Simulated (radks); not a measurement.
The numbers below are computed, except where a source is named.
The mean radii <r> (bohr) of the occupied orbitals of an atom or ion are listed with their occupations. Code: a radial shooting solver on a logarithmic mesh with Libxc functionals. Model: non-relativistic Kohn-Sham, PW91, spin-unpolarised, spherical densities, point nucleus.

orbital  occ.     <r>
1s          2  0.1765
2s          2  0.9627
2p          4  0.9825

Name the element and its charge.

Answer. Z = 9, fluorine, charge +1: F+ in [He] 2s2 2p4. The 1s radius gives Z: for a bare nucleus <r> = 1.5/Z, 0.1667 bohr for Z = 9, and screening makes it slightly larger (0.1765 here). The occupations add up to 8, and the charge is Z minus that.
